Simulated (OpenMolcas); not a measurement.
An atom or ion with 13 electrons was computed by XMS-RASPT2, IPEA 0.25 Eh, imaginary shift 0.1 Eh with spin-orbit coupling (OpenMolcas, ANO-RCC-VTZP, DKH2). The lowest levels that the run gave, each within 12 % of the measured value where one is at hand:

| J | Parity | E (cm⁻¹) | g |
| --- | --- | --- | --- |
| 1/2 | odd | 0.0 | 0.666 |
| 3/2 | odd | 106 | 1.334 |
| 1/2 | even | 27960 | 2.671 |
| 3/2 | even | 27990 | 1.735 |
| 5/2 | even | 28060 | 1.601 |
| 3/2 | even | 38580 | 0.800 |
| 5/2 | even | 38580 | 1.200 |

Question: Which ion is it, and what are the configurations and terms?

Answer: Al (Z = 13, neutral; active space 3 electrons in 9 orbitals (RAS2 3s 3p; RAS3 3d, at most 2 electrons)). J, parity and g give the terms where levels are pure, and mixed ones are named by the computed weights; the size of the splittings, set against known spectra of the 13-electron sequence, gives the charge. In order, with the measured energies in cm⁻¹ (NIST Handbook of Basic Atomic Spectroscopic Data): 3s² 3p ²P°_1/2, 3s² 3p ²P°_3/2 (112), 3s 3p² ⁴P_1/2 (29020), 3s 3p² ⁴P_3/2 (29067), 3s 3p² ⁴P_5/2 (29143), 3s 3p² ²D_3/2, 3s 3p² ²D_5/2.

CASPT2 does not keep the components of a term degenerate, so their means are used; among the terms shown or strongly mixed into the levels shown the widest spread is 31 cm-1 (3s 3p² ²D). Active for correlation alone: 3d; no level in the range computed is led by a configuration that fills it, so any true level of that kind is missing. Some terms mix strongly with configurations of 3d, whose occupation reaches 0.21 (3s 3p² ²D). Measured partners are found by configuration, term and J. A level has none where our copy of the source lacks it or the pairing is in doubt (some pairs that miss far off the trend of their configuration count as doubtful), and it then counts in no deviation. Only configurations of the active space appear.

° marks odd parity.
